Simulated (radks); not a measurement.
Values are calculated unless marked as measured or tabulated.
Species: the scandium ion Sc11+. Configuration: [Ne].

Level of theory: scalar-relativistic Kohn-Sham, SCAN, spin-polarised, spherical densities, finite nucleus; meta-GGA in the generalised Kohn-Sham scheme; Fermi nuclear charge, rms radius 3.5459 fm (a radial shooting solver on a logarithmic mesh with Libxc functionals).

Energy parts (eV):
part                      energy
total                 -19528.385
kinetic                19692.629
electron-nucleus      -43372.743
Hartree                 5027.514
exchange-correlation    -875.785

Orbitals (lengths in bohr, moments of r in powers of bohr):
orbital,occ.,eigenvalue (eV),<r^2>,<r^4>
1s,2,-4697.902,0.007170,0.0001325
2s,2,-743.5577,0.1344,0.03127
2p,6,-657.1065,0.1112,0.02487

The highest occupied level is 2p at -657.11 eV. Summed over all electrons, <r^2> = 0.9504 bohr^2, which gives a Langevin (diamagnetic) susceptibility term of -0.753 x 10^-6 cm^3/mol. The density falls to 0.001 e/bohr^3 at r = 1.11 bohr.
